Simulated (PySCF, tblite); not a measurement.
Isomers of C7H9FS, one GFN2-xTB conformer each. Single-point energies are computed at PBE0/pcSseg-1 (PySCF, gas phase, no added dispersion term), electronic only.

```csv
SMILES,GFN2-xTB relative energy (kJ/mol)
C#C[C@H](C)/C(=C\F)SC,169.3
CSC1=CC=CC[C@@H]1F,0.0
C=CCC1=C(F)CCS1,20.8
```

Conformers: `[CH:1]#[C:2][C@H:3]([CH3:4])/[C:5](=[CH:6]\[F:7])[S:8][CH3:9]` with C2–C3–C5–C6 -119°, C3–C5–S8–C9 -172°; `[CH3:1][S:2][C:3]1=[CH:4][CH:5]=[CH:6][CH2:7][C@@H:8]1[F:9]` with C1–S2–C3–C4 2°, C3–C4–C5–C6 -12°, C5–C6–C7–C8 26°, C6–C7–C8–F9 80°, S2–C3–C8–C7 -152°; `[CH2:1]=[CH:2][CH2:3][C:4]1=[C:5]([F:6])[CH2:7][CH2:8][S:9]1` with C1–C2–C3–C4 -118°, C2–C3–C4–C5 109°, C4–C5–C7–C8 -11°, C5–C7–C8–S9 15°, C7–C8–S9–C4 -13°, C3–C4–S9–C8 -174°.

What does PBE0/pcSseg-1 give for the same structures?

```
               SMILES  PBE0/pcSseg-1 E (Eh)  PBE0/pcSseg-1 (kJ/mol)  GFN2-xTB (kJ/mol)  point group
   CSC1=CC=CC[C@@H]1F            -769.54093                     0.0                0.0           C1
      C=CCC1=C(F)CCS1            -769.52694                    36.7               20.8           C1
C#C[C@H](C)/C(=C\F)SC            -769.46532                   198.5              169.3           C1
```

Both levels put the same isomer lowest; measured from each level's own lowest isomer, the values differ by up to 29.2 kJ/mol (C#C[C@H](C)/C(=C\F)SC: 169.3 against 198.5). As drawn, the highest has a C≡C bond, which the lowest lacks.

Which frontier levels, dipoles and rotational constants go with these structures?

```
               SMILES  HOMO (eV, PBE0/pcSseg-1)  LUMO (eV)  dipole (D)      A, B, C (MHz)
   CSC1=CC=CC[C@@H]1F                     -5.86      -1.04        2.41  2455, 1020, 809.0
      C=CCC1=C(F)CCS1                     -5.79       0.13        1.42  2014, 1056, 763.5
C#C[C@H](C)/C(=C\F)SC                     -6.20       0.18        1.79  1442, 1145, 839.6
```

What happens when harmonic zero-point energies from GFN2-xTB frequencies are added?

| SMILES | ZPE (kJ/mol) | electronic (kJ/mol) | with ZPE (kJ/mol) |
| --- | --- | --- | --- |
| CSC1=CC=CC[C@@H]1F | 366.3 | 0.0 | 0.0 |
| C=CCC1=C(F)CCS1 | 366.3 | 36.7 | 36.7 |
| C#C[C@H](C)/C(=C\F)SC | 356.6 | 198.5 | 188.8 |

The zero-point energies span 9.7 kJ/mol. The order is unchanged.

As an exercise, what shares would exp(−E/RT) give at 1000 K from these electronic energies alone (no entropy, no degeneracies)?

RT = 8.314 kJ/mol: CSC1=CC=CC[C@@H]1F 98.8 %, C=CCC1=C(F)CCS1 1.2 %, C#C[C@H](C)/C(=C\F)SC under 0.1 %.
